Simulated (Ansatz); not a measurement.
`C[NH][InH][CH3]` at its PBE0-D4/def2-TZVP geometry, where that method's forces vanish. Charge 0, multiplicity 1. In takes the def2 core potential.

```xyz
12

C     0.9305   -0.3098    2.1146
N     0.7538   -0.1347    0.6941
In   -0.9702    0.0997   -0.3281
C    -0.7482    0.3371   -2.4472
H     1.5262    0.4926    2.5717
H     1.4172   -1.2617    2.3685
H    -0.0413   -0.3075    2.6157
H     1.6292   -0.1331    0.1938
H    -2.3590    0.0723    0.6825
H     0.2945    0.2045   -2.7366
H    -1.0733    1.3339   -2.7498
H    -1.3594   -0.3934   -2.9792
```

Task: What forces (eV/Å) does r2SCAN-D4/def2-TZVPP give on these atoms in Ansatz 0.2.0? (Estimate.)

Result: Computed: 
```
C1   0.021 -0.028  0.228
N2  -0.005  0.015 -0.132
In3 -0.164  0.012 -0.010
C4   0.028  0.004 -0.057
H5   0.003 -0.006 -0.002
H6   0.003  0.005  0.000
H7   0.013  0.002 -0.018
H8   0.055 -0.001 -0.026
H9   0.045 -0.002 -0.006
H10 -0.017  0.004  0.001
H11  0.006 -0.019  0.008
H12  0.012  0.014  0.014
```
